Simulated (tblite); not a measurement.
C7H9F2 (doublet state).
Numbering: `[CH3:1][CH2:2][C:3]1=[CH:4][CH:5][C@@H:6]([F:7])[C@H:8]1[F:9]` (hydrogens: H10, H11, H12 on C1; H13, H14 on C2; H15 on C4; H16 on C5; H17 on C6; H18 on C8)
Bond orders are those of one Lewis drawing.

Computed with GFN2-xTB (tblite), gas phase: L-BFGS steps from a force-field or distance-geometry start until the largest atomic force falls under 0.01 eV/Å.

Step 60: E = -788.4408 eV
```
atom  x, y, z in Å  |  force x, y, z in eV/Å
C1      2.4492   -0.1727   -0.7624    0.005  -0.014  -0.002
C2      1.3424   -0.9344   -0.0427   -0.005   0.016  -0.016
C3      0.0806   -0.1630    0.0544    0.008   0.014   0.019
C4     -0.2813    0.9980   -0.6072   -0.025  -0.021  -0.033
C5     -1.5434    1.4142   -0.2645   -0.021   0.035   0.010
C6     -2.1344    0.4920    0.7508   -0.031  -0.034   0.015
F7     -3.3670    0.0140    0.3642    0.032  -0.032   0.032
C8     -1.0822   -0.6438    0.8821   -0.034  -0.052  -0.037
F9     -1.5773   -1.8300    0.3688   -0.007  -0.005   0.008
H10     2.1807   -0.0007   -1.8026    0.035  -0.024   0.032
H11     2.6116    0.7902   -0.2827    0.050  -0.027  -0.010
H12     3.3769   -0.7403   -0.7333   -0.032   0.024  -0.013
H13     1.1379   -1.8757   -0.5684    0.003  -0.012   0.010
H14     1.6715   -1.2147    0.9653   -0.017   0.026  -0.017
H15     0.3386    1.5115   -1.3194    0.038   0.017   0.037
H16    -2.0805    2.2540   -0.6591   -0.006   0.001   0.010
H17    -2.3064    0.9847    1.7195    0.003   0.011   0.004
H18    -0.8258   -0.8771    1.9256    0.004   0.077  -0.051
```

Step 61: E = -788.4418 eV
```
atom  x, y, z in Å  |  force x, y, z in eV/Å
C1      2.4506   -0.1754   -0.7634   -0.002  -0.011  -0.001
C2      1.3422   -0.9336   -0.0439   -0.029   0.009  -0.006
C3      0.0806   -0.1611    0.0536   -0.003   0.014   0.014
C4     -0.2830    0.9999   -0.6067   -0.018  -0.001  -0.029
C5     -1.5450    1.4164   -0.2615    0.005   0.030   0.018
C6     -2.1385    0.4912    0.7503    0.017  -0.049  -0.007
F7     -3.3623    0.0036    0.3497    0.005  -0.028   0.039
C8     -1.0807   -0.6403    0.8847   -0.015  -0.045  -0.030
F9     -1.5721   -1.8307    0.3803   -0.020  -0.020  -0.004
H10     2.1815    0.0009   -1.8018    0.020  -0.020   0.003
H11     2.6204    0.7855   -0.2830    0.053  -0.022   0.003
H12     3.3733   -0.7500   -0.7396   -0.004   0.022  -0.003
H13     1.1372   -1.8745   -0.5710   -0.001  -0.004   0.023
H14     1.6698   -1.2142    0.9650   -0.017   0.024  -0.031
H15     0.3374    1.5158   -1.3172    0.026   0.010   0.040
H16    -2.0790    2.2593   -0.6528   -0.016   0.005   0.005
H17    -2.3230    0.9819    1.7180    0.006  -0.001  -0.009
H18    -0.8183   -0.8682    1.9274   -0.006   0.086  -0.025
```

**Question.** Estimate the geometry and energy of step 62. (The exact step hangs on the optimiser's Hessian estimate; all steps are aligned on step 61, rigid shifts and turns removed.)

**Answer.** E = -788.4427 eV, largest force 0.080 eV/Å
```
atom  x, y, z in Å  |  force x, y, z in eV/Å
C1      2.4513   -0.1780   -0.7648   -0.003  -0.004  -0.004
C2      1.3415   -0.9331   -0.0452   -0.040   0.001   0.002
C3      0.0808   -0.1587    0.0549   -0.013   0.006  -0.008
C4     -0.2841    1.0018   -0.6049   -0.016   0.019  -0.010
C5     -1.5466    1.4181   -0.2591    0.032   0.018   0.018
C6     -2.1428    0.4893    0.7486    0.052  -0.045  -0.027
F7     -3.3584   -0.0075    0.3359   -0.017  -0.023   0.041
C8     -1.0797   -0.6375    0.8874    0.001  -0.024  -0.016
F9     -1.5661   -1.8328    0.3927   -0.028  -0.031  -0.008
H10     2.1809    0.0025   -1.8012    0.004  -0.011  -0.027
H11     2.6295    0.7805   -0.2834    0.049  -0.015   0.015
H12     3.3696   -0.7583   -0.7474    0.023   0.010   0.008
H13     1.1357   -1.8731   -0.5745   -0.009   0.006   0.036
H14     1.6693   -1.2156    0.9632   -0.019   0.022  -0.036
H15     0.3394    1.5207   -1.3106    0.015   0.008   0.032
H16    -2.0774    2.2639   -0.6482   -0.025   0.004   0.004
H17    -2.3393    0.9799    1.7144    0.009  -0.019  -0.019
H18    -0.8122   -0.8560    1.9304   -0.016   0.078  -0.001
```

The energy changes by -0.0009 eV. The first-order estimate −F·Δx gives -0.0012 eV and the mean of the old and new forces, exact on a quadratic surface, -0.0009 eV. The step makes an angle of 79° with the force vector and moves no atom by more than 0.018 Å.

The cost below is that of the whole relaxation. Hardware: one thread of an Intel Xeon at 2.50 GHz, shared host. Cost: 2.7 s.
